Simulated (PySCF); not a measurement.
A PySCF script (with the pyscf-properties extension) for the NMR shieldings of SMILES CC[C@H]1C[Si@@H](N)C1, C5H13NSi, on a GFN2-xTB geometry:

```python
import basis_set_exchange as bse
import numpy as np
from pyscf import gto, dft
from pyscf.prop import nmr

atoms = """
C    -2.752541    0.316025   -0.052245
C    -1.578130   -0.653126   -0.125103
C    -0.352069   -0.131523    0.611218
C     0.841598   -1.111852    0.620749
Si    2.036800    0.307177    0.204080
N     2.912693    0.063747   -1.263171
C     0.322586    1.094275   -0.043579
H    -2.479447    1.278719   -0.478212
H    -3.052374    0.473024    0.982224
H    -3.606904   -0.073489   -0.602095
H    -1.874108   -1.612089    0.309801
H    -1.315957   -0.829907   -1.171481
H    -0.632794    0.111946    1.639386
H     0.748755   -1.852479   -0.170834
H     0.960676   -1.646391    1.559451
H     2.800626    0.832522    1.346629
H     3.270299    0.878584   -1.736261
H     3.612052   -0.661875   -1.274555
H     0.034453    1.191553   -1.088386
H     0.098636    2.035837    0.451174
"""
names = dict.fromkeys(["C", "Si", "N", "H"], "pcSseg-1")
basis = {el: gto.basis.parse(bse.get_basis(n, elements=[el], fmt="nwchem")) for el, n in names.items()}
mol = gto.M(atom=atoms, basis=basis, charge=0, verbose=0)
mf = dft.RKS(mol, xc="PBE0")
mf.grids.level = 2
mf.grids.alignment = dft.numint.BLKSIZE   # the property module wants whole blocks of grid points
mf.conv_tol = 1e-9
mf.kernel()

calc = nmr.RKS(mf)   # GIAO
C = mf.mo_coeff
Co = C[:, mf.mo_occ > 0]
resp = mf.gen_response(singlet=True, hermi=2)
def vind(x):   # induced exchange potential for any number of trial vectors
    d = np.einsum("pi,xij,qj->xpq", C, 2 * x.reshape(-1, C.shape[1], Co.shape[1]), Co, optimize=True)
    return np.einsum("xpq,pi,qj->xij", resp(d - d.transpose(0, 2, 1)), C, Co, optimize=True).ravel()
mo1, _ = nmr.rhf.solve_mo1(calc, with_cphf=vind)
sigma = calc.kernel(mo1)
for i, s in enumerate(sigma):   # ppm
    w = np.linalg.eigvalsh((s + s.T) / 2)
    print("%2d %-2s iso %8.1f  s11 %8.1f  s22 %8.1f  s33 %8.1f" % (i, mol.atom_pure_symbol(i), w.mean(), *w))
```

Q: Give the expected output.

A: 
```
 0 C  iso    172.7  s11    158.5  s22    171.8  s33    187.7
 1 C  iso    147.1  s11    133.3  s22    139.2  s33    168.8
 2 C  iso    154.2  s11    144.1  s22    152.6  s33    165.8
 3 C  iso    163.0  s11    144.6  s22    156.7  s33    187.8
 4 Si iso    367.2  s11    335.8  s22    349.8  s33    416.0
 5 N  iso    248.8  s11    219.5  s22    259.4  s33    267.5
 6 C  iso    164.1  s11    148.5  s22    156.1  s33    187.7
 7 H  iso     30.6  s11     25.8  s22     30.8  s33     35.1
 8 H  iso     31.0  s11     26.7  s22     28.9  s33     37.5
 9 H  iso     30.6  s11     25.9  s22     27.6  s33     38.3
10 H  iso     30.0  s11     25.1  s22     29.6  s33     35.4
11 H  iso     30.5  s11     26.5  s22     30.9  s33     34.0
12 H  iso     29.8  s11     26.8  s22     28.9  s33     33.7
13 H  iso     30.7  s11     27.3  s22     29.9  s33     35.0
14 H  iso     30.2  s11     26.3  s22     27.7  s33     36.5
15 H  iso     26.1  s11     21.8  s22     25.2  s33     31.3
16 H  iso     31.4  s11     24.4  s22     27.1  s33     42.6
17 H  iso     31.4  s11     24.4  s22     27.1  s33     42.6
18 H  iso     30.9  s11     27.3  s22     30.6  s33     34.9
19 H  iso     30.2  s11     26.2  s22     28.2  s33     36.1
```

These numbers come from an equivalent density-fitted implementation of the same equations, which agrees with the script to about 0.01 ppm for H and up to a few tenths of a ppm for heavy atoms, so last digits may differ.

Q: Turn these shieldings into chemical shifts. δ = σ(ref) − σ, references computed at the same level: TMS for $^{13}$C (σ = 186.93 ppm) and $^{29}$Si (σ = 349.16 ppm) and $^{1}$H (σ = 31.72 ppm); NH3 for $^{15}$N (σ = 267.73 ppm).

A: Averaging equivalent atoms: C 1: 39.8; C 2: 32.7; C 3/6: 23.4; C 0: 14.3; Si 4: -18.0; N 5: 18.9; H 15: 5.62; H 12: 1.91; H 14/19: 1.55; H 10/11: 1.47; H 7/8/9: 0.96; H 13/18: 0.89; H 16/17: 0.34 ppm. Experimental scales use liquid or dissolved standards, which lie at an offset from isolated NH3 (liquid NH3: subtract about 20 ppm).

Size and cost of the density-fitted run: 191 basis functions, 48 s wall time on 1 thread of an Arm Neoverse N1, shared host; peak memory 0.85 GiB.
